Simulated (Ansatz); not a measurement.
A run for Ansatz (a program for electronic structure): R-r2SCAN/def2-TZVPP on BH3O (SMILES BO), a point of a torsion scan.

Ansatz 0.2 input:
```yaml
crystal:
  periodic: [false, false, false]
  atoms:
    - {symbol: B, position_ang: [-0.42909159, -0.03853570, -0.03084968]}
    - {symbol: O, position_ang: [0.83702045, -0.37745019, 0.18057631]}
    - {symbol: H, position_ang: [-1.29492477, -0.83663353, -0.13096826]}
    - {symbol: H, position_ang: [-0.68241672, 1.09698323, 0.12393211]}
    - {symbol: H, position_ang: [1.14359598, -1.22159191, -0.15122225]}
basis:
  gaussian:
    orbitals: def2-TZVPP
hamiltonian:
  xc: {name: r2SCAN}
scf: {lower_state_search: off}
```

The head of its log:

```
WARN ansatz: RAYON_NUM_THREADS=1 ignored (pool sized by the plan → 1); use --threads N
Functional definition: r2SCAN
these checks for a lower state are left out or cut short: stability, starts, cluster_reference, orbital_swaps, neighbouring_geometries, increment
integrals: 0.02 GiB planned
497 factors; their error is unknown
mean field: 0.22 GiB planned
mean field evaluation 1: about -2767.9828 eV, gradient 5.1e1 eV
mean field evaluation 2: about -2757.3728 eV, gradient 9.1e1 eV
```

Give the final energy of this run.

-101.8851 hartree.
